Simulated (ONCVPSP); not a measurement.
# u(r) = r·R(r): atom against pseudo-atom (Mg)

Columns: radius, all-electron u(r) and pseudo u(r) of the 2s shell (level -79.85 eV) of magnesium in the configuration [He] 2s2 2p6 3s2; PBE, scalar-relativistic, ONCV scheme, ONCVPSP 4.0.1.

```json
{"r (bohr)": "0.079", "all-electron": "-0.5476", "pseudo": "0.2770"}
{"r (bohr)": "0.158", "all-electron": "-0.1466", "pseudo": "0.5360"}
{"r (bohr)": "0.237", "all-electron": "0.3854", "pseudo": "0.7612"}
{"r (bohr)": "0.316", "all-electron": "0.8066", "pseudo": "0.9408"}
{"r (bohr)": "0.395", "all-electron": "1.0732", "pseudo": "1.0679"}
{"r (bohr)": "0.474", "all-electron": "1.2050", "pseudo": "1.1410"}
{"r (bohr)": "0.553", "all-electron": "1.2375", "pseudo": "1.1635"}
{"r (bohr)": "0.632", "all-electron": "1.2043", "pseudo": "1.1428"}
{"r (bohr)": "0.711", "all-electron": "1.1308", "pseudo": "1.0881"}
{"r (bohr)": "0.790", "all-electron": "1.0355", "pseudo": "1.0098"}
{"r (bohr)": "0.869", "all-electron": "0.9312", "pseudo": "0.9175"}
{"r (bohr)": "0.948", "all-electron": "0.8260", "pseudo": "0.8196"}
{"r (bohr)": "1.027", "all-electron": "0.7250", "pseudo": "0.7224"}
{"r (bohr)": "1.106", "all-electron": "0.6310", "pseudo": "0.6301"}
{"r (bohr)": "1.185", "all-electron": "0.5456", "pseudo": "0.5453"}
{"r (bohr)": "1.264", "all-electron": "0.4692", "pseudo": "0.4690"}
{"r (bohr)": "1.343", "all-electron": "0.4016", "pseudo": "0.4016"}
{"r (bohr)": "1.422", "all-electron": "0.3425", "pseudo": "0.3425"}
{"r (bohr)": "1.501", "all-electron": "0.2911", "pseudo": "0.2911"}
{"r (bohr)": "1.580", "all-electron": "0.2468", "pseudo": "0.2467"}
{"r (bohr)": "1.659", "all-electron": "0.2087", "pseudo": "0.2086"}
{"r (bohr)": "1.738", "all-electron": "0.1761", "pseudo": "0.1760"}
{"r (bohr)": "1.817", "all-electron": "0.1483", "pseudo": "0.1483"}
{"r (bohr)": "1.896", "all-electron": "0.1248", "pseudo": "0.1248"}
{"r (bohr)": "1.975", "all-electron": "0.1049", "pseudo": "0.1049"}
{"r (bohr)": "2.054", "all-electron": "0.0881", "pseudo": "0.0881"}
```

Task: How many radial nodes do the two functions have?

Result: The all-electron 2s function has n − l − 1 = 1; the pseudo-wave has 0, since the states of the same l below it are removed with the core.

Task: Where does each function peak?

Result: Outermost all-electron maximum near 0.55 bohr, pseudo maximum near 0.55 bohr (to the table’s step).

Task: Is the pseudo-wave norm-conserving?

Result: Yes: the ONCV scheme keeps the norm inside the radius equal to the all-electron one, which fixes the energy derivative of the logarithmic derivative at the level.
